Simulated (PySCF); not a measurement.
## Electronic absorption of C4H5FOS2

Species: C4H5FOS2.
InChI=1S/C4H5FOS2/c5-4-8-7-3-1-2-6/h1-3H,4H2/b3-1+

The calculation used PySCF 2.14.0, density-fitted response routines, TDDFT CAM-B3LYP/def2-SVPD, vertical, gas phase, core orbitals frozen in the response. Geometry: GFN2-xTB, one conformer, isolated molecule. Torsions of this conformer, `[O:1]=[CH:2]/[CH:3]=[CH:4]/[S:5][S:6][CH2:7][F:8]`: O1–C2–C3–C4 -1°, C3–C4–S5–S6 -1°, C4–S5–S6–C7 90°, S5–S6–C7–F8 -80°.

Question: What does the calculation give for the low-lying excited states?

Answer: 

```json
{"state": "S1", "E (eV)": "3.68", "ν̃ (cm⁻¹)": "29700", "f": "0.0003", "main configurations (H = HOMO, L = LUMO)": "H-1→L (92%)"}
{"state": "S2", "E (eV)": "4.69", "ν̃ (cm⁻¹)": "37820", "f": "0.182", "main configurations (H = HOMO, L = LUMO)": "H→L (50%), H→L+1 (44%)"}
{"state": "S3", "E (eV)": "4.82", "ν̃ (cm⁻¹)": "38860", "f": "0.208", "main configurations (H = HOMO, L = LUMO)": "H→L+1 (47%), H→L (47%)"}
{"state": "S4", "E (eV)": "5.24", "ν̃ (cm⁻¹)": "42250", "f": "0.0081", "main configurations (H = HOMO, L = LUMO)": "H-2→L+1 (76%), H-2→L (16%)"}
{"state": "S5", "E (eV)": "5.67", "ν̃ (cm⁻¹)": "45720", "f": "0.0014", "main configurations (H = HOMO, L = LUMO)": "H-2→L (78%), H-2→L+1 (17%)"}
{"state": "S6", "E (eV)": "6.62", "ν̃ (cm⁻¹)": "53400", "f": "0.020", "main configurations (H = HOMO, L = LUMO)": "H→L+3 (75%), H→L+2 (9%)"}
{"state": "S7", "E (eV)": "6.69", "ν̃ (cm⁻¹)": "53990", "f": "0.0055", "main configurations (H = HOMO, L = LUMO)": "H→L+2 (32%), H→L+4 (24%), H→L+6 (15%)"}
{"state": "S8", "E (eV)": "6.73", "ν̃ (cm⁻¹)": "54280", "f": "0.016", "main configurations (H = HOMO, L = LUMO)": "H-1→L+1 (92%)"}
```

Triplets, Tamm–Dancoff:

```tsv
state	E (eV)	λ (nm)	main configurations (H = HOMO, L = LUMO)
T1	3.01	412.4	H→L (86%)
T2	3.20	387.5	H-1→L (89%)
T3	4.22	294.0	H→L+1 (85%)
```

The lowest singlet comes at 337 nm (355 kJ/mol) in the ultraviolet; it is dark (f under 0.0005); its leading configuration is HOMO-1→LUMO (92%). The strongest level in the table is S3 at 4.82 eV (257 nm, f = 0.208). Löwdin shares by element: HOMO sulfur 38% or more, carbon 37% or more, oxygen 8% (atoms not listed hold the other 17%); LUMO carbon 62% or more, oxygen 17% (atoms not listed hold the other 21%). The oscillator strengths of these states sum to 0.440; summed over the whole spectrum of an exact calculation they would give the number of electrons, 78 (Thomas–Reiche–Kuhn). Of the 8 states listed, 4 reach f = 0.01 and 1 stays under 0.0005. Weighted by f, the mean energy of these states is 4.95 eV. No computed singlet lies in the visible range (380 to 750 nm); the lowest, at 337 nm, stands 0.42 eV above its violet end (3.26 eV); a Tamm–Dancoff triplet lies at 412 nm, without intensity as long as spin–orbit coupling is left out. The window holds the lowest 8 singlets.
